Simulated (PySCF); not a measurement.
## Spinor energies of Er⁴⁰⁺ (erbium, charge +40)

Start: [Ar] 3d10. Calculated with PySCF 2.14 in an even-tempered Gaussian basis (18 s from 2.9 bohr⁻², ratio 2.6; 15 p from 3.8 bohr⁻², ratio 2.6; 10 d from 3.8 bohr⁻², ratio 2.6; 5 f from 3.9 bohr⁻², ratio 2.8): generalised Hartree-Fock with the X2C-1e Hamiltonian and a Gaussian nucleus; spin-orbit coupling (SO) screened by Boettger's factors.

```tsv
spinor shell	electrons	ε, screened SO (eV)	weight of nominal j (screened SO)	rms radius, screened SO (bohr)
1s1/2	2	-59616.1	1.000	0.0231
2s1/2	2	-11635.8	1.000	0.0933
2p1/2	2	-11159.6	1.000	0.0796
3s1/2	2	-3960.5	1.000	0.236
3p1/2	2	-3754.6	1.000	0.226
3p3/2	4	-3547.6	1.000	0.239
3d3/2	4	-3207.7	1.000	0.211
3d5/2	6	-3162.5	1.000	0.214
```

Where does 2p3/2 lie, and what is the 2p spin-orbit splitting (screened SO)?

At -10233.2 eV, 926.43 eV above 2p1/2.

```csv
quantity,screened SO
E (hartree),-12074.49069
M_J,0
⟨J²⟩,0.000
⟨L²⟩,0.042
⟨S²⟩,0.042
```

Breit and QED terms are absent; they matter most for the inner s and p1/2 levels.

Densities and radii are taken from the X2C orbitals without a picture-change correction, which distorts them close to the nucleus.
